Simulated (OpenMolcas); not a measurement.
# Sb: thermal populations, Slater's ratio, worked from levels

| Quantity | Value |
| --- | --- |
| Program | OpenMolcas 26.06 |
| Basis | ANO-RCC-VQZP [8s7p5d3f2g] |
| Scalar Hamiltonian | DKH2, point nucleus |
| Active space | 3 electrons in 9 orbitals (RAS2 5p; RAS3 5d 6s, at most 1 electron) |
| State averaging | 2S+1 = 4 odd, 1 root; 2S+1 = 2 odd, 8 roots; 2S+1 = 4 even, 3 roots; 2S+1 = 2 even, 8 roots |
| Spin-orbit coupling | state interaction with AMFI integrals over the reference wave functions, term energies averaged over their components |

Methods: RASSCF; SS-RASPT2, IPEA 0.25 Eh, imaginary shift 0.1 Eh (closed shells correlated: 4d 5s). Measured levels: NIST Handbook of Basic Atomic Spectroscopic Data.

**Thermal populations.** Z = Σ (2J + 1) exp(-E/kT) with k = 0.695035 cm-1/K, over the levels below. No other level of either list lies under 46900 cm-1, which is above 7 kT at each temperature.

```tsv
Level	2J + 1	SS-RASPT2	measured
5s² 5p³ ⁴S°_3/2	4	0.0	0.0
5s² 5p³ ²D°_3/2	4	9620	8512
5s² 5p³ ²D°_5/2	6	10500	9854
5s² 5p³ ²P°_1/2	2	19640	16395
5s² 5p³ ²P°_3/2	4	20920	18464
5s² 5p² 6s ⁴P_1/2	2	47800	43249
5s² 5p² 6s ⁴P_3/2	4	49210	45945
```

```
T (K)  Z, SS-RASPT2  Z, measured levels  Ground level (%), SS-RASPT2  Ground level (%), measured levels
 5000         4.560               4.735                         87.7                               84.5
 8000         5.769               6.136                         69.3                               65.2
```

At 8000 K, kT = 5560 cm-1, and the computed levels give Z = 4.000 + 0.709 + 0.908 + 0.058 + 0.093 + 0.000 + 0.001 = 5.769.

**Slater's ratio.** With one set of orbitals, p3 has ²D° - ⁴S° = 9 F2 and ²P° - ²D° = 6 F2 (F2 = F²/25), a ratio of 2/3. Term energies are centres of gravity, weighted by 2J + 1.

| Source | ²D° - ⁴S° | ²P° - ⁴S° | F2 from the first | Ratio |
| --- | --- | --- | --- | --- |
| RASSCF | 13044 | 22819 | 1449 | 0.749 |
| SS-RASPT2 | 10149 | 20493 | 1128 | 1.019 |
| measured | 9317 | 17775 | 1035 | 0.908 |

Energies in cm-1. A ratio away from 2/3 shows effects beyond one configuration with one set of orbitals, and in heavier atoms second-order spin-orbit shifts.

CASPT2 breaks the degeneracy within a term, and the mean is taken; among the terms shown or strongly mixed into the levels shown the widest spread is 87 cm-1 (5s² 5p³ ²D°, SS-RASPT2). ANO sets are built for valence states and can reach diffuse excited orbitals poorly, and with the s shell closed the s pⁿ⁺¹ terms that mix with these levels are absent. With the s shell closed, the reference lacks s² → p² mixing. No level of 5s² 5p² 5d was computed, though it lies in the active space. Some terms miss by over 15 % even with CASPT2, which points to a basis or an active space too small for the shells correlated (holds for SS-RASPT2). Measured partners are found by configuration, term and J. A level has none where our copy of the source lacks it or the pairing is in doubt (some pairs that miss far off the trend of their configuration count as doubtful), and it then counts in no deviation. Levels of configurations outside the active space are missing.

° marks odd parity.
